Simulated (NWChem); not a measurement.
All runs are NWChem calculations. System: C₃H₅O, charge 0, spin multiplicity 2, displaced from the optimised geometry. The structure started from a generated list of species. Its SCF solution wasn't tested for a lower state. Level: UBLYP/def2-SVP.

Part of the output:

```
             Northwest Computational Chemistry Package (NWChem) 7.3.0
             --------------------------------------------------------

                                NWChem Input Module
                                -------------------

 Scaling coordinates for geometry "geometry" by  1.889725989
 (inverse scale =  0.529177249)

                             Geometry "geometry" -> ""
                             -------------------------

 Output coordinates in angstroms (scale by  1.889725989 to convert to a.u.)

  No.       Tag          Charge          X              Y              Z
 ---- ---------------- ---------- -------------- -------------- --------------
    1 C                    6.0000    -1.78586800    -0.09305800    -0.21210300
    2 C                    6.0000    -0.29019300    -0.44891000    -0.46003700
    3 C                    6.0000     0.71034300     0.49491900     0.25412600
    4 O                    8.0000     1.84853600     0.26898100     0.58331500
    5 H                    1.0000    -2.45778800    -0.78347800    -0.78819500
    6 H                    1.0000    -2.05079700    -0.18312800     0.87568000
    7 H                    1.0000    -2.00799300     0.96027900    -0.53137300
    8 H                    1.0000    -0.04287200    -1.50745600    -0.15957700
    9 H                    1.0000    -0.03453100    -0.35577300    -1.55497600

 Effective nuclear repulsion energy (a.u.)     105.5439544275

            Nuclear Dipole moment (a.u.)
            ----------------------------
        X                 Y               Z
 ---------------- ---------------- ----------------
    -0.0000018897    -0.0000037795    -0.0000094486


 Summary of "ao basis" -> "" (spherical)
 ------------------------------------------------------------------------------
       Tag                 Description            Shells   Functions and Types
 ---------------- ------------------------------  ------  ---------------------
 *                          def2-svp                  on all atoms

                                 NWChem DFT Module
                                 -----------------

 Summary of "ao basis" -> "ao basis" (spherical)
 ------------------------------------------------------------------------------
       Tag                 Description            Shells   Functions and Types
 ---------------- ------------------------------  ------  ---------------------
 C                          def2-svp                 6       14   3s2p1d
 O                          def2-svp                 6       14   3s2p1d
 H                          def2-svp                 3        5   2s1p

 Summary of "ao basis" -> "ao basis" (spherical)
 ------------------------------------------------------------------------------
       Tag                 Description            Shells   Functions and Types
 ---------------- ------------------------------  ------  ---------------------
 C                          def2-svp                 6       14   3s2p1d
 O                          def2-svp                 6       14   3s2p1d
 H                          def2-svp                 3        5   2s1p

            General Information
            -------------------
          SCF calculation type: DFT
          Wavefunction type:  spin polarized.
          No. of atoms     :     9
          No. of electrons :    31
           Alpha electrons :    16
            Beta electrons :    15
          Charge           :     0
          Spin multiplicity:     2
          Use of symmetry is: off; symmetry adaption is: off
          Maximum number of iterations: 100
          AO basis - number of functions:    81
                     number of shells:    39
          Convergence on energy requested:  1.00D-06
          Convergence on density requested:  1.00D-05
          Convergence on gradient requested:  5.00D-04

              XC Information
              --------------
                    Becke 1988 Exchange Functional  1.000
              Lee-Yang-Parr Correlation Functional  1.000

             Grid Information
             ----------------
          Grid used for XC integration:  xcoarse
          Radial quadrature: Mura-Knowles
          Angular quadrature: Lebedev.
[...]
    73     -0.827387  8 H  s                 68     -0.758757  7 H  s
    63     -0.719281  6 H  s                  7     -0.386156  1 C  px
    22     -0.344036  2 C  py                23     -0.344381  2 C  pz

   alpha - beta orbital overlaps
   -----------------------------

   alpha      1      2      3      4      5      6      7      8      9     10
    beta      1      2      3      4      5      6      7      8      9     10
 overlap   1.000  1.000  1.000  1.000  1.000  0.999  0.998  0.994  0.995  0.988

   alpha     11     12     13     14     15     16     17     18     19     20
    beta     11     12     13     14     15     16     17     18     19     20
 overlap   0.939  0.965  0.985  0.740  0.745  0.994  0.999  0.996  0.999  0.998

   alpha     21     22     23     24     25     26     27     28     29     30
    beta     21     22     23     24     25     27     26     28     29     30
 overlap   0.999  0.999  0.999  0.997  0.998  0.862  0.880  0.979  0.936  0.942

   alpha     31     32     33     34     35     36     37     38     39     40
    beta     31     32     33     35     34     36     37     38     39     40
 overlap   0.983  0.994  0.978  0.694  0.715  0.977  0.974  0.909  0.900  0.985

   alpha     41     42     43     44     45     46     47     48     49     50
    beta     41     42     43     44     45     46     47     48     49     50
 overlap   0.999  0.999  0.999  1.000  0.999  0.970  0.970  1.000  0.999  0.998

   alpha     51     52     53     54     55     56     57     58     59     60
    beta     51     52     53     54     55     56     57     58     59     60
 overlap   1.000  0.998  0.983  0.941  0.957  0.953  0.931  0.944  0.920  0.993

   alpha     61     62     63     64     65     66     67     68     69     70
    beta     61     62     63     64     65     66     67     68     69     70
 overlap   0.995  0.999  0.999  1.000  0.996  0.996  0.994  0.997  0.995  0.989

   alpha     71     72     73     74     75     76     77     78     79     80
    beta     71     72     73     74     75     76     77     78     79     80
 overlap   0.989  0.997  0.995  0.996  0.999  0.999  1.000  1.000  1.000  1.000

   alpha     81
    beta     81
 overlap   1.000

     --------------------------
     Expectation value of S2:
     --------------------------
      <S2> =      0.7515 (Exact =     0.7500)

 center of mass
 --------------
 x =   0.21645895 y =   0.06141435 z =   0.07085796

 moments of inertia (a.u.)
 ------------------
          85.422345586313         -57.031098126128         -94.970638254351
         -57.031098126128         453.529019003868         -26.464742948378
         -94.970638254351         -26.464742948378         443.513724124504

     Multipole analysis of the density
     ---------------------------------

     L   x y z        total         alpha         beta         nuclear
     -   - - -        -----         -----         ----         -------
     0   0 0 0     -0.000000    -16.000000    -15.000000     31.000000

     1   1 0 0     -0.730313     -1.074744      0.344433     -0.000002
     1   0 1 0     -0.374085     -0.673710      0.299629     -0.000004
     1   0 0 1     -0.416207     -0.481805      0.065607     -0.000009

     2   2 0 0    -20.621471   -127.359782   -122.834633    229.572944
     2   1 1 0     -0.380931    -15.723392    -14.353658     29.696119
     2   1 0 1     -0.965685    -26.256200    -24.889933     50.180448
     2   0 2 0    -18.760762    -24.096666    -20.654525     25.990429
     2   0 1 1     -0.389343     -8.042505     -7.016891     14.670053
     2   0 0 2    -17.879143    -25.302740    -23.870000     31.293597

            General Information
            -------------------
          SCF calculation type: DFT
          Wavefunction type:  spin polarized.
          No. of atoms     :     9
          No. of electrons :    31
           Alpha electrons :    16
            Beta electrons :    15
          Charge           :     0
          Spin multiplicity:     2
          Use of symmetry is: off; symmetry adaption is: off
          Maximum number of iterations: 100
          AO basis - number of functions:    81
                     number of shells:    39
          Convergence on energy requested:  1.00D-06
          Convergence on density requested:  1.00D-05
          Convergence on gradient requested:  5.00D-04

              XC Information
              --------------
                    Becke 1988 Exchange Functional  1.000
              Lee-Yang-Parr Correlation Functional  1.000

             Grid Information
             ----------------
          Grid used for XC integration:  xcoarse
          Radial quadrature: Mura-Knowles
          Angular quadrature: Lebedev.
          Tag              B.-S. Rad. Rad. Pts. Rad. Cut. Ang. Pts.
          ---              ---------- --------- --------- ---------
          C                   0.70       21           9.0       194
          O                   0.60       21          11.0       194
          H                   0.35       21           9.0       194
          Grid pruning is: on
          Number of quadrature shells:   189
          Spatial weights used:  Erf1

          Convergence Information
          -----------------------
          Convergence aids based upon iterative change in
          total energy or number of iterations.
          Levelshifting, if invoked, occurs when the
          HOMO/LUMO gap drops below (HL_TOL):  1.00D-02
          DIIS, if invoked, will attempt to extrapolate
          using up to (NFOCK): 10 stored Fock matrices.

                    Damping( 0%)  Levelshifting(0.5)       DIIS
                  --------------- ------------------- ---------------
          dE  on:    start            ASAP                start
          dE off:    2 iters        100 iters           100 iters

      Screening Tolerance Information
      -------------------------------
          Density screening/tol_rho:  1.00D-10
          AO Gaussian exp screening on grid/accAOfunc:  14
          CD Gaussian exp screening on grid/accCDfunc:  20
          XC Gaussian exp screening on grid/accXCfunc:  20
          Schwarz screening/accCoul:  1.00D-08

                            NWChem DFT Gradient Module
                            --------------------------

  charge          =   0.00
  wavefunction    = open shell

                         DFT ENERGY GRADIENTS

    atom               coordinates                        gradient
                 x          y          z           x          y          z
   1 C      -3.374801  -0.175854  -0.400817   -0.000064  -0.000535  -0.000448
   2 C      -0.548385  -0.848317  -0.869344   -0.000495   0.001421   0.000692
   3 C       1.342354   0.935261   0.480229   -0.015258   0.005272  -0.003429
   4 O       3.493227   0.508300   1.102306    0.020890  -0.002542   0.006554
   5 H      -4.644546  -1.480559  -1.489473   -0.004416  -0.004204  -0.003517
   6 H      -3.875444  -0.346062   1.654795   -0.001869  -0.000449   0.006909
   7 H      -3.794557   1.814664  -1.004149   -0.001579   0.006479  -0.002076
   8 H      -0.081016  -2.848679  -0.301557    0.001414  -0.005793   0.001701
   9 H      -0.065254  -0.672313  -2.938479    0.001377   0.000351  -0.006386

                 ----------------------------------------
                 |  Time  |  1-e(secs)   |  2-e(secs)   |
                 ----------------------------------------
                 |  CPU   |       0.01   |       1.52   |
                 ----------------------------------------
                 |  WALL  |       0.01   |       1.52   |
                 ----------------------------------------

 Task  times  cpu:        5.0s     wall:        5.0s

 Total times  cpu:        5.0s     wall:        5.0s
```

**Question.** Write an NWChem input that would produce this output.

**Answer.** One answer among several that fit: 
```
start mol
memory heap 200 mb stack 900 mb global 1100 mb
geometry units angstroms nocenter noautoz noautosym
  C     -1.785868    -0.093058    -0.212103
  C     -0.290193    -0.448910    -0.460037
  C      0.710343     0.494919     0.254126
  O      1.848536     0.268981     0.583315
  H     -2.457788    -0.783478    -0.788195
  H     -2.050797    -0.183128     0.875680
  H     -2.007993     0.960279    -0.531373
  H     -0.042872    -1.507456    -0.159577
  H     -0.034531    -0.355773    -1.554976
end
basis spherical
  * library def2-svp
end
dft
  xc becke88 lyp
  odft
  mult 2
  semidirect memsize 60000000 filesize 0
  iterations 100
  grid xcoarse
end
task dft gradient
```
